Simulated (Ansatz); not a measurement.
CH$_{6}$ClNSn (`[CH3][SnH]([NH2])[Cl]`), relaxed with RKS PBE-D4/def2-SVP in Ansatz 0.2.0 from a rough embedded geometry. The force threshold is 0.03 eV/Å; the program also tests the step.

Total charge 0; spin multiplicity 1. Sn takes the def2 core potential.

Start:

```xyz
10

C    -0.464   -0.558   -1.262
Sn    0.336   -0.444    0.668
N     0.488    1.516    1.170
Cl   -1.032   -1.474    2.186
H    -0.560   -1.685   -1.574
H    -1.486   -0.132   -1.344
H     0.198   -0.067   -2.031
H     1.953   -1.161    0.685
H    -0.489    1.985    1.078
H     1.057    2.019    0.423
```

| step | energy (eV) | largest force (eV/Å) | largest move (Å) |
| --- | --- | --- | --- |
| 1 | -20965.1285 | 2.294 | 0.000 |
| 2 | -20965.4388 | 0.570 | 0.195 |
| 3 | -20965.4766 | 0.231 | 0.104 |
| 4 | -20965.4865 | 0.147 | 0.038 |
| 5 | -20965.4868 | 0.132 | 0.073 |
| 6 | -20965.4922 | 0.126 | 0.192 |
| 7 | -20965.4961 | 0.073 | 0.078 |
| 8 (rejected) | -20965.4864 | 0.713 | 0.133 |
| 9 | -20965.4979 | 0.037 | 0.067 |
| 10 (rejected) | -20965.4977 | 0.282 | 0.098 |
| 11 | -20965.4988 | 0.045 | 0.049 |
| 12 | -20965.4996 | 0.089 | 0.049 |
| 13 (rejected) | -20965.4993 | 0.202 | 0.066 |
| 14 | -20965.5004 | 0.030 | 0.033 |
| 15 | -20965.5010 | 0.038 | 0.037 |
| 16 | -20965.5013 | 0.100 | 0.055 |
| 17 | -20965.5013 | 0.174 | 0.049 |
| 18 (rejected) | -20965.4998 | 0.229 | 0.127 |
| 19 (rejected) | -20965.5009 | 0.085 | 0.063 |
| 20 | -20965.5025 | 0.021 | 0.031 |
| 21 | -20965.5028 | 0.026 | 0.037 |
| 22 | -20965.5030 | 0.074 | 0.049 |
| 23 | -20965.5033 | 0.042 | 0.018 |
| 24 | -20965.5037 | 0.045 | 0.045 |
| 25 (rejected) | -20965.5032 | 0.208 | 0.093 |
| 26 (rejected) | -20965.5004 | 0.226 | 0.029 |
| 27 | -20965.5039 | 0.017 | 0.015 |

End:

```xyz
10

C    -0.583   -0.669   -1.357
Sn    0.412   -0.365    0.535
N     0.272    1.582    1.163
Cl   -0.841   -1.653    2.108
H    -0.791   -1.748   -1.488
H    -1.539   -0.111   -1.352
H     0.058   -0.306   -2.183
H     2.042   -0.926    0.684
H    -0.207    2.193    0.491
H     1.178    2.004    1.399
```

Hardware: 4 threads of an Arm Neoverse V1 on a shared host. Wall time 30 s, peak host memory 0.15 GiB.
